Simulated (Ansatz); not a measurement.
`FCC(F)=C(F)F` + H₂ → `CC(F)=C(F)F` + H–F at 700 K and 1 bar (hydrogenolysis of a C–F bond).

Gas-phase electronic energies from Ansatz, PBE0-D4/def2-TZVP geometries. CCSD(T)/CBS adds triple-zeta CCSD(T) − MP2 to the extrapolated MP2 energy (def2 sets, frozen cores). This one scheme is used for every species. One conformer a species, not always the lowest.

```csv
species,CCSD(T)/CBS energy (Eh),H − E (kJ/mol),S (J/(mol·K))
`FCC(F)=C(F)F`,-514.46259,205.1,450.3
H₂,-1.17544,46.8,155.3
`CC(F)=C(F)F`,-415.28897,218.3,423.9
H–F,-100.39570,45.2,198.5
```

H − E and S are ideal-gas, rigid-rotor, harmonic terms from PBE0-D4/def2-TZVP, for one conformer and one mirror image of each species. The MP2-based limit puts H₂ 0.8 mEh under its directly extrapolated value; such offsets cancel only in part. 1 Eh = 2625.50 kJ/mol, R = 8.31446 J/(mol·K).

Question: By hand: ΔE, ΔH, ΔS and ΔG.

Answer: ΔE = (-415.28897) + (-100.39570) − (-514.46259) − (-1.17544) = -0.04664 Eh = -122.5 kJ/mol. Δ(H − E) = 218.3 + 45.2 − 205.1 − 46.8 = 11.6, so ΔH = -110.9 kJ/mol. ΔS = 423.9 + 198.5 − 450.3 − 155.3 = 16.8 J/(mol·K). ΔG = -110.9 − 700 × (16.8)/1000 = -122.7 kJ/mol.

Question: By hand: the equilibrium constant, and the temperature at which ΔG would vanish if ΔH and ΔS stayed fixed.

Answer: log₁₀ K = −ΔG/(RT ln 10) = 9.2. ΔH and −TΔS have one sign here, so there is no such temperature.

ΔH outweighs TΔS. A doubt of 5 kJ/mol in ΔE shifts log₁₀ K by 0.4 here. Other conformers and mirror images would add mixing entropy, several J/(mol·K) or more a flexible species. These are equilibria of isolated gas molecules and say nothing of rates. Largest T1 diagnostic: 0.012 (customary marks: 0.02 for closed shells, 0.045 for open ones).
